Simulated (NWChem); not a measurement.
# CH5B; SMILES BC

```xyz
7

B     -0.0009    -0.8757    -0.0186
H      1.0281    -1.4899     0.0118
H     -1.0258    -1.4965     0.0123
C     -0.0015     0.6849    -0.0161
H      0.0389     0.9640     1.0545
H     -0.9101     1.1486    -0.4148
H      0.8822     1.1429    -0.4743
```
Atoms are numbered in this order, from 1.

Structure relaxed at the B3LYP/6-31G* (spherical d) level.

Problem. List the 6 lowest vertical singlet excitations from B3LYP/def2-SVPD, full TDDFT (NWChem).

Solution. 
```csv
state,energy (eV),oscillator strength,leading excitation (squared amplitude)
S1,5.79,0.000,HOMO → LUMO (0.99)
S2,6.17,0.001,HOMO−1 → LUMO (0.99)
S3,8.34,0.010,HOMO → LUMO+1 (1.00)
S4,8.57,0.001,HOMO−3 → LUMO (0.99)
S5,8.71,0.098,HOMO−2 → LUMO (0.95)
S6,8.82,0.028,HOMO−1 → LUMO+1 (0.97)
```
